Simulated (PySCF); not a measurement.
Species: (KH)2 ring, K2H2.
Cartesian coordinates in Å at the PBE0-D3(BJ)/def2-SVP level; atoms count from 1:
```
atom  x, y, z in Å
K1     1.0990    0.9627    1.0216
H2     0.0878    1.2194   -1.2362
K3    -1.0992   -0.9629   -1.0216
H4    -0.0876   -1.2192    1.2362
```

The closed-shell ground state was solved at several levels (PySCF, density fitting, gas phase, non-relativistic). The dipole stays under 0.02 D at every level.

```tsv
level	basis functions	HOMO (eV)	LUMO (eV)	gap (eV)
PBE0/pcSseg-1	86	-4.31	-0.52	3.79
B3LYP/pcJ-1 (pcSseg-1 on K)	96	-4.18	-0.76	3.42
CAM-B3LYP/def2-SVPD	70	-5.55	-0.22	5.33
```

Task: What might B3LYP/pcSseg-1 (86 basis functions) give for the same quantities?

Result: HOMO -4.16 eV, LUMO -0.76 eV, gap 3.40 eV.

Task: Over all these levels, which gives the widest orbital gap and which the narrowest?

Result: CAM-B3LYP/def2-SVPD (range-separated hybrid) has the widest, 5.33 eV, and B3LYP/pcSseg-1 (global hybrid, 20 % exact exchange) the narrowest, 3.40 eV. Functional and basis both differ between the two, so the spread mixes both effects.
